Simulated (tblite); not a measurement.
Species: C₇H₁₁FN₂.
Numbering: `[CH3:1][CH2:2][c:3]1[cH:4][c:5]([F:6])[n:7][n:8]1[CH2:9][CH3:10]` (hydrogens: H11, H12, H13 on C1; H14, H15 on C2; H16 on C4; H17, H18 on C9; H19, H20, H21 on C10)

The geometry is computed with GFN2-xTB (gas phase).

(1) List the bond lengths, angles and torsions at this level.

## Answers

(1) 
```
                     bond  length (Å)
                    C1–C2       1.531
                    C2–C3       1.490
                    C3–C4       1.382
                    C4–C5       1.398
                    C5–F6       1.331
                    C5–N7       1.315
                    N7–N8       1.335
                    N8–C9       1.439
                   C9–C10       1.527
                    C3–N8       1.352
   C1–H11, C1–H12, C1–H13       1.087
           C2–H14, C2–H15       1.091
                   C4–H16       1.069
           C9–H17, C9–H18       1.092
C10–H19, C10–H20, C10–H21       1.087
```

Bonds in one row agree within 0.01 Å and their mean is given. A selection of angles:
```
    angle  degrees
 C1–C2–C3    111.0
 C2–C3–C4    129.2
 C2–C3–N8    124.0
 C4–C3–N8    106.7
 C3–C4–C5    103.8
 C4–C5–F6    126.5
 C4–C5–N7    112.3
 F6–C5–N7    121.2
 C5–N7–N8    105.1
 N7–N8–C9    118.7
 C3–N8–N7    112.1
 C3–N8–C9    129.0
N8–C9–C10    111.3
```

Torsions: C1–C2–C3–C4 90°; N7–N8–C9–C10 88° (synclinal). The mirror-image conformer, all signs reversed, is as good.

The C–N distances run from 1.315 Å (C5–N7, aromatic) to 1.439 Å (N8–C9, drawn single), a spread of 0.124 Å. N8 (pyrrole-type nitrogen) is planar (angles 129.0°, 118.7° and 112.1°, sum 359.9°, 0.03 Å off the plane of its three neighbours). The 5-membered ring C3–C4–C5–N7–N8 has internal angles of 103.8° to 112.3° (sum 540°, against 540° for a flat polygon); it is planar, 0.00 Å rms from its mean plane, widest ring torsion 1°. Of the pairs four or more bonds apart, C2···H18 is among the closest relative to their van der Waals radii: 2.79 Å, 96 % of the sum of Bondi's values. The C–C distances run from 1.382 Å (C3–C4, aromatic) to 1.531 Å (C1–C2, drawn single), a spread of 0.149 Å.

Point group: C1 (no symmetry element, even within 0.4 Å). Its GFN2-xTB frequencies are all real (lowest 58 cm⁻¹). One conformer, not necessarily the lowest. 3 starts were optimised and ended at 0.00, 0.31 and 0.33 kcal/mol (GFN2-xTB); the lowest of these is shown.
